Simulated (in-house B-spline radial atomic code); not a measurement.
A fraction x of an electron is removed from 4p in Tc5+, starting from [Kr] 4d2 and keeping the highest spin. Computed with a B-spline radial code for spherical atoms: scalar-relativistic (X2C) RPBE, spin-polarised, spherical fractional occupations, Fermi nucleus of rms radius 4.41117 fm.

```csv
x,E(x) - E(0) (eV),4p down level (eV)
0,0.0000,-105.674
0.05,5.3056,-106.549
0.18,19.3050,-108.830
0.37,40.3006,-112.179
0.39,42.5477,-112.533
0.5,?,?
0.6,66.5702,-116.257
0.69,77.1054,-117.859
0.75,?,?
0.9,102.2493,-121.609
1,114.4998,-123.401
```

What belongs in the row x = 0.5?

An energy change of 55.0334 eV; 4p down at -114.481 eV.

What belongs in the row x = 0.75?

An energy change of 84.2090 eV; 4p down at -118.929 eV.

Check Janak's theorem between x = 0.05 and 0.18.

The slope of the energy is 107.69 eV; the orbital levels give 107.69 eV (-ε of the emptying orbital, averaged over the two points).
